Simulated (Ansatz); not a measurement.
Geometry optimisation, RKS PBE-D4/def2-SVPD (Ansatz).

The input (input.yaml):

```yaml
crystal:
  periodic: [false, false, false]
  atoms:
    - { symbol: B, position_ang: [-0.18882, 0.51002, -0.363702] }
    - { symbol: F, position_ang: [-0.317615, -0.05944, 2.100678] }
    - { symbol: F, position_ang: [0.942381, -0.235321, -0.414032] }
    - { symbol: "N", position_ang: [-1.38472, -0.017761, -0.897894] }
    - { symbol: H, position_ang: [-1.423318, -0.972079, -1.24625] }
    - { symbol: H, position_ang: [-2.28611, 0.448668, -0.875224] }
    - { symbol: O, position_ang: [-0.021349, 1.81534, 0.110913] }
    - { symbol: H, position_ang: [-0.831808, 2.347771, 0.105434] }
    - { symbol: H, position_ang: [0.207759, 0.703903, 2.001877] }
basis:
  gaussian: { orbitals: def2-SVPD }
hamiltonian:
  xc: pbe
  dispersion: d4
relax:
  f_tol: 0.03
  max_steps: 50
output:
  orbitals: {}
```

Command:

```bash
$ ansatz run input.yaml --threads 4 --pin off --max-ram 5120MiB --backend cpu --events-out ev --progress --plain --runs-dir out
```

Task: Where does it end, and by what steps?

Result: It converged. The force dipped under the threshold on the way, but the program's further checks kept it going. After 23 steps the energy has fallen by 0.296 eV; F2 moved furthest, 1.94 Å.

```tsv
step	energy less start (eV)	largest force component (eV/Å)	accepted
0	0.0000	0.438	yes
1	-0.0610	1.079	yes
2	-0.0658	1.700	yes
3	-0.1706	0.321	yes
4	-0.1997	0.350	yes
5	-0.2268	0.225	yes
6	-0.2462	0.108	yes
7	-0.2602	0.084	yes
8	-0.2723	0.051	yes
9	-0.2736	0.720	yes
10	-0.2816	0.155	yes
11	-0.2872	0.130	yes
12	-0.2865	0.581	no
13	-0.2569	0.670	no
14	-0.2895	0.021	yes
15	-0.2927	0.113	yes
16	-0.2923	0.408	no
17	-0.2922	0.143	no
18	-0.2940	0.026	yes
19	-0.2956	0.049	yes
20	-0.2952	0.226	no
21	-0.2962	0.047	yes
22	-0.2962	0.062	yes
23	-0.2965	0.008	yes
```

```xyz
9
Properties=species:S:1:pos:R:3
B -0.482 0.111 -0.366
F 0.865 1.238 2.923
F 0.541 -0.767 -0.331
N -1.365 0.120 -1.463
H -1.245 -0.528 -2.238
H -2.159 0.745 -1.568
O -0.568 0.957 0.731
H -1.294 1.600 0.726
H 0.403 1.067 2.107
```

Whether the end is a true minimum wasn't checked by a vibrational analysis.

Run time: 34 s on 4 threads of Arm Neoverse V1, on a shared host, peak memory 0.17 GiB.
